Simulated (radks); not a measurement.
The numbers below are computed, except where a source is named.
Sm II, 61 electrons, occupied as [Xe] 4f6 6s1. Level of theory: Dirac Kohn-Sham, PBEsol, spin-unpolarised, spherical densities, point nucleus; open shells fill j = l - 1/2 first (a radial shooting solver on a logarithmic mesh with Libxc functionals).

Spin-orbit splittings of the eigenvalues, e(l+1/2) - e(l-1/2), with zeta = 2 splitting/(2l+1) and mean radii in bohr:

shell  occ.  splitting (eV)  zeta (eV)  <r> j=l-1/2  <r> j=l+1/2
2p        6           602.5      401.7      0.08074      0.08737
3p        6           122.0      81.31       0.2443       0.2570
3d       10           26.50      10.60       0.2287       0.2326
4p        6           26.82      17.88       0.5935       0.6226
4d       10           4.787      1.915       0.6653       0.6757
4f        6          0.5387     0.1539        1.002        1.021
5p        6           3.547      2.365        1.593        1.688
